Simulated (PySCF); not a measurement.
A structure optimised at B3LYP-D3(BJ)/def2-SVP, used in a PySCF frequency run:

```xyz
10

Mo     0.1045    -0.0464     0.0000
O      1.0296     0.0297    -1.4145
O      1.0296     0.0297     1.4145
N     -1.1219    -1.5406     0.0000
H     -1.3752    -2.0654    -0.8370
H     -1.3752    -2.0654     0.8370
C     -1.0731     1.7175     0.0000
H     -0.4081     2.5958     0.0000
H     -1.7058     1.7434     0.9014
H     -1.7058     1.7434    -0.9014
```
Charge 0, spin multiplicity 1.

Q: Write its SMILES, formula and point group.

A: [CH3][Mo]([NH2])(=[O])=[O], CH₅MoNO₂, Cs

Q: What are its rotational constants (standard atomic weights)?

A: 3.5381, 3.2069, 3.0392 GHz
